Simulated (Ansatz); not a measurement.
Harmonic frequencies (cm⁻¹) at PBE0-D4/def2-TZVP from Ansatz: 27, 108, 164, 219, 262, 295, 324, 385, 552, 610, 622, 644, 824, 908, 935, 970, 1040, 1229, 1254, 1411, 1440, 1490, 1499, 3024, 3041, 3058, 3105, 3120, 3957, 3971.

Each molecule was computed in one conformer, which needn't be the lowest.

Task: Which molecule is it?
A. `C[O][AlH][O]C`
B. `CC(O)[O][AlH2]`
C. `CO[CH2][AlH][OH]`
D. `C[CH2][Al]([OH])[OH]`

Result: D.
